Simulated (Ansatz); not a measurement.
Reaction (substitution at a C–Si bond): `O=CC[SiH3]` + HBr → `O=CCBr` + SiH₄

Isolated molecules relaxed with PBE0-D4/def2-TZVP in Ansatz; ΔE leaves out vibrations. CCSD(T)/CBS is the MP2 limit (def2-TZVPP, def2-QZVPP) plus CCSD(T) − MP2 in def2-TZVPP, frozen cores. This one scheme is used for every species. Functionals use def2-TZVPP. For Br outer-core shells are correlated without core-valence functions, which leaves a few kJ/mol of doubt a bond. Scalar relativity is left out up to krypton. One conformer a species, not always the lowest.

`O=CC[SiH3]`:

Cartesian coordinates in Å:
```
O 1.982 0.317 -0.410
C 1.107 1.064 -0.063
C -0.305 0.635 0.190
Si -0.568 -1.214 -0.092
H 1.323 2.143 0.087
H -0.575 0.921 1.215
H -0.968 1.231 -0.449
H 0.277 -2.008 0.832
H -1.998 -1.515 0.190
H -0.275 -1.574 -1.500
```

HBr:

Cartesian coordinates in Å:
```
Br -0.297 0.377 0.524
H 0.297 -0.377 -0.524
```

`O=CCBr`:

Z-matrix (Å, degrees):
```
C
C 1 1.503
Br 1 1.938 2 108.6
H 1 1.087 2 111.1 3 119.6
H 1 1.091 2 110.7 3 -116.6
O 2 1.197 1 122.9 3 -128.7
H 2 1.109 1 115.1 3 51.5
```

SiH₄:

Cartesian coordinates in Å:
```
Si 0.000 0.000 0.000
H 1.308 0.691 0.119
H -0.558 0.227 -1.357
H -0.938 0.538 1.017
H 0.188 -1.456 0.220
```

Q: Is it downhill or uphill in electronic energy at CCSD(T)/CBS, and by how much? (Best estimate.)

A: Ansatz gave: Uphill: ΔE = +0.58 eV.

Q: What do these levels give: PBE-D4, revPBE-D4, ωB97X-V, BLYP, r2SCAN0, CCSD(T)/def2-TZVPP? (Estimate.)

A: Computed: PBE-D4 0.55, revPBE-D4 0.54, ωB97X-V 0.58, BLYP 0.47, r2SCAN0 0.61, CCSD(T)/def2-TZVPP 0.57 eV.

Largest T1 diagnostic among the species: 0.014.

In def2-TZVPP, CCSD(T) changes the Hartree–Fock value by +0.05 eV (the triples alone add −0.01 eV) and MP2 by +0.05 eV. From PBE to PBE0 (25 % exact exchange), in def2-TZVPP and without D4, ΔE moves by +0.04 eV.
